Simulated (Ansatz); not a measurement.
Steps of a relaxation of C3H7ClSi (`CC(C)[Si]Cl`) with RKS PBE-D4/def2-SVP.

```sh
$ ansatz run in.yaml --threads 4 --pin off --events-out ev --progress --plain --max-ram 10444MiB
```

```yaml
crystal:
  periodic: [false, false, false]
  atoms:
    - {symbol: C, position_ang: [-0.633400, 0.339400, 1.100500]}
    - {symbol: C, position_ang: [-0.148800, -0.587300, 0.025800]}
    - {symbol: C, position_ang: [1.232700, -0.154600, -0.412800]}
    - {symbol: Si, position_ang: [-1.256600, -0.831100, -1.435400]}
    - {symbol: Cl, position_ang: [-1.587600, 0.931700, -2.435200]}
    - {symbol: H, position_ang: [-0.784700, 1.417500, 0.692800]}
    - {symbol: H, position_ang: [0.021900, 0.429500, 1.953100]}
    - {symbol: H, position_ang: [-1.625400, 0.084600, 1.451200]}
    - {symbol: H, position_ang: [-0.049100, -1.551300, 0.546700]}
    - {symbol: H, position_ang: [1.935500, -0.109200, 0.492100]}
    - {symbol: H, position_ang: [1.689900, -0.865600, -1.090900]}
    - {symbol: H, position_ang: [1.282700, 0.841300, -0.853600]}
basis:
  gaussian: {orbitals: def2-SVP}
hamiltonian: {xc: pbe, dispersion: d4}
relax: {f_tol: 0.03, max_steps: 200}
```

Positions (Å) and forces (eV/Å) along the path, 5 of 5 steps:

```xyz
12
step=1 energy=-23603.0109 eV
C    -0.633    0.339    1.101   -1.204    2.579   -1.103
C    -0.149   -0.587    0.026    0.912    0.988    1.010
C     1.233   -0.155   -0.413    1.309   -0.096    1.309
Si   -1.257   -0.831   -1.435   -1.026   -2.308   -0.721
Cl   -1.588    0.932   -2.435    0.182    1.265   -0.089
H    -0.785    1.417    0.693    0.358   -1.156    0.410
H     0.022    0.429    1.953    0.740   -0.092    0.794
H    -1.625    0.085    1.451   -0.835   -0.391    0.513
H    -0.049   -1.551    0.547   -0.092   -0.751   -0.336
H     1.935   -0.109    0.492   -0.563   -0.085   -0.696
H     1.690   -0.866   -1.091    0.443   -0.502   -0.716
H     1.283    0.841   -0.854   -0.225    0.549   -0.374
12
step=2 energy=-23603.4373 eV
C    -0.687    0.388    1.092   -0.351    0.988   -0.377
C    -0.144   -0.555    0.027    0.313   -0.260    0.457
C     1.260   -0.157   -0.431    0.467    0.130    0.516
Si   -1.276   -0.983   -1.435   -0.280    0.182   -0.419
Cl   -1.473    0.970   -2.279   -0.014   -0.065    0.019
H    -0.802    1.439    0.700    0.073   -0.502    0.076
H    -0.009    0.449    1.959    0.189   -0.058    0.235
H    -1.682    0.091    1.465   -0.189   -0.126    0.107
H    -0.054   -1.553    0.509    0.045   -0.237    0.067
H     1.954   -0.118    0.453   -0.213   -0.037   -0.271
H     1.710   -0.873   -1.140    0.062   -0.139   -0.237
H     1.281    0.848   -0.887   -0.102    0.126   -0.172
12
step=3 energy=-23603.4857 eV
C    -0.704    0.397    1.091   -0.016    0.145    0.037
C    -0.123   -0.579    0.062    0.052   -0.158    0.061
C     1.275   -0.166   -0.426    0.102    0.105    0.056
Si   -1.271   -0.957   -1.435   -0.122    0.114   -0.198
Cl   -1.461    1.010   -2.261    0.047   -0.131    0.119
H    -0.812    1.417    0.663    0.010   -0.063   -0.037
H    -0.033    0.476    1.975   -0.033    0.004    0.015
H    -1.705    0.089    1.460    0.029   -0.026    0.001
H    -0.035   -1.588    0.540   -0.009    0.054    0.001
H     1.986   -0.116    0.428   -0.008    0.003   -0.037
H     1.709   -0.877   -1.162   -0.033    0.001   -0.009
H     1.250    0.838   -0.901   -0.021   -0.048   -0.009
12
step=4 energy=-23603.4924 eV
C    -0.708    0.399    1.085    0.023   -0.059    0.065
C    -0.117   -0.591    0.071    0.007   -0.068   -0.006
C     1.278   -0.167   -0.425   -0.023    0.005   -0.050
Si   -1.273   -0.954   -1.437   -0.016    0.066   -0.041
Cl   -1.436    1.025   -2.215    0.003   -0.038    0.023
H    -0.819    1.406    0.634   -0.007    0.032   -0.024
H    -0.047    0.495    1.976   -0.034    0.012   -0.035
H    -1.708    0.084    1.452    0.021    0.008   -0.002
H    -0.030   -1.596    0.553    0.012    0.051    0.013
H     2.000   -0.114    0.417    0.017    0.010    0.015
H     1.702   -0.876   -1.171   -0.005    0.013    0.024
H     1.236    0.834   -0.905    0.001   -0.032    0.018
12
step=5 energy=-23603.4933 eV
C    -0.708    0.397    1.083    0.004   -0.017    0.008
C    -0.116   -0.596    0.072    0.001   -0.010   -0.007
C     1.278   -0.169   -0.425   -0.016   -0.010   -0.021
Si   -1.275   -0.946   -1.441    0.003    0.001    0.002
Cl   -1.433    1.036   -2.204    0.002    0.000    0.007
H    -0.828    1.399    0.623   -0.004    0.011    0.003
H    -0.047    0.505    1.970   -0.002    0.006   -0.013
H    -1.705    0.078    1.456    0.005    0.003   -0.002
H    -0.026   -1.597    0.559   -0.001    0.006   -0.002
H     2.000   -0.109    0.418    0.003    0.007    0.008
H     1.705   -0.880   -1.166    0.000    0.002    0.013
H     1.233    0.828   -0.910    0.006    0.001    0.005
```

Run time 8 s (4 threads of an Arm Neoverse V1 on a shared host); peak host memory 0.16 GiB.
